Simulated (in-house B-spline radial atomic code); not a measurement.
Whole-atom quantities along the 44-electron series, configuration 1s2 2s2 2p6 3s2 3p6 3d10 4s2 4p6 4d3/2(4) 4d5/2(4). Breit and QED terms are first order and not part of the total energy; the density at the nucleus is averaged over the nuclear charge. Computed with a radial B-spline atomic code at the basis-set limit: Dirac-Hartree-Fock, jj configuration that fills j = l - 1/2 first, finite nuclei.

```csv
ion,Z,E/Z² (Eh),Σ<r²> (bohr²),n(0)/Z³ (bohr⁻³),Lamb diamagnetic shielding (ppm),repulsion over attraction,Breit energy (eV),self-energy (eV),vacuum polarisation (eV)
Er24+,68,-2.7784,5.5868,2.5802,7969.61,0.11397,341.65,276.71,-45.771
Tm25+,69,-2.7938,5.3277,2.682,8131.66,0.11242,359.19,292.28,-49.043
Yb26+,70,?,?,?,?,?,?,?,?
Lu27+,71,-2.824,4.861,2.8689,8460.41,0.10939,396.2,325.56,-56.189
Hf28+,72,-2.8389,4.6503,2.9859,8627.39,0.10791,415.71,343.34,-60.115
Ta29+,73,-2.8538,4.4528,3.1044,8796.12,0.10646,435.9,361.91,-64.281
W30+,74,-2.8685,4.2676,3.2268,8966.69,0.10503,456.79,381.31,-68.705
Re31+,75,?,?,?,?,?,?,?,?
Os32+,76,-2.8978,3.9298,3.4877,9313.63,0.10225,500.77,422.75,-78.391
```

**Question.** Fill in the row of Yb26+.

**Answer.** E/Z² (Eh): -2.8089; Σ<r²> (bohr²): 5.0863; n(0)/Z³ (bohr⁻³): 2.7713; Lamb diamagnetic shielding (ppm): 8295.2; repulsion over attraction: 0.11089; Breit energy (eV): 377.37; self-energy (eV): 308.55; vacuum polarisation (eV): -52.506.

**Question.** Fill in the row of Re31+.

**Answer.** E/Z² (Eh): -2.8832; Σ<r²> (bohr²): 4.0936; n(0)/Z³ (bohr⁻³): 3.3583; Lamb diamagnetic shielding (ppm): 9139.19; repulsion over attraction: 0.10363; Breit energy (eV): 478.41; self-energy (eV): 401.58; vacuum polarisation (eV): -73.407.

**Question.** With what power of Z does the column «vacuum polarisation (eV)» change over this range?

**Answer.** A fit of the logarithm of its size against log Z from Z = 68 to 76 has slope 4.84.
